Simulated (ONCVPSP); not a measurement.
What one change does to a pseudopotential (V, ONCV)

- Element: vanadium (V)
- Generator: ONCVPSP 4.0.1
- Type: optimised norm-conserving Vanderbilt (ONCV)
- Functional: PBE
- Relativity: scalar-relativistic
- Frozen core: [Ar]
- Valence charge: 5
- Reference configuration: 3d3 4s1 (charge +1)
- Partial waves: 4s: rc 2.25 bohr, ncon 4, nbas 9, qcut 3.3 1/bohr, 1 projector; p scattering state at 0.13 Ha: rc 2.35 bohr, ncon 3, nbas 7, qcut 4.2 1/bohr, 2 projectors, debl 0.4 Ha; 3d: rc 2.30 bohr, ncon 4, nbas 9, qcut 7 1/bohr, 2 projectors, debl 1.4 Ha
- Local potential: polynomial inside 2.25 bohr (lpopt 4, dvloc0 0 Ha)
- Core correction: Teter function, fcfact 3.5, rcfact 1.65

In the p channel the program set the typed energies aside and used 0.050, 0.450 Ha.

All-electron outer shells of the reference configuration (PBE, scalar-relativistic, ld1.x):

| shell | level (eV) | outermost node (bohr) | outermost maximum (bohr) |
| --- | --- | --- | --- |
| 3p | -51.65 | 0.35 | 0.84 |
| 3d | -12.63 | – | 0.90 |
| 4s | -10.90 | 1.17 | 2.59 |

Change: core correction Teter function, fcfact 5.7, rcfact 1.65.

Cutoffs: the cutoffs (Ha) at which the residual kinetic energy of the hardest occupied pseudo-wave falls to 1 and 0.1 mHa per electron; they do not see the model core or the augmentation charge, which bear on the density cutoff. Errors are all-electron minus pseudo energies relative to the spin-unpolarised reference configuration.

Q: How do hardness, ghosts and transferability respond?

A: The potential gets neither clearly harder nor softer (19 Ha and 21 Ha → 19 Ha and 21 Ha); both files keep a bound ghost (p); of the 4 tests that both files solve, the error grows in 4 and shrinks in 0 by more than 15 % and 0.3 meV (median size 94.4 → 179.2 meV). A model core, the more so a compact one, raises the density cutoff, which this test does not measure.

```tsv
quantity	base	changed
cutoff, loose	19 Ha	19 Ha
cutoff, tight	21 Ha	21 Ha
bound ghosts	p	p
GHOST(+) flags under 300 eV	none	none
error for 3d3 4s2, meV [ΔE -7.74 eV]	-62	-99
error for 3d3 4s0, meV [ΔE 14.30 eV]	-110	-174
error for 3d2 4s0, meV [ΔE 43.19 eV]	-159	-332
error for 3d2 4s2 4p1, meV [ΔE -1.96 eV]	-79	-184
s: phases at 2.29 bohr within 0.05 rad from the reference energy up to (Ha; the scan ends near 5)	0.2	0.2
p: phases at 2.38 bohr within 0.05 rad from the reference energy up to (Ha; the scan ends near 5)	2.8	2.8
d: phases at 2.33 bohr within 0.05 rad from the reference energy up to (Ha; the scan ends near 5)	3.6	3.6
rms error of d²Exc/dni dnj with the model core, mHa	10.62	9.70
```

 A true bound ghost makes a file unfit for plane-wave use even where its test errors are small: the radial tests pick states by their node count and pass the ghost by.
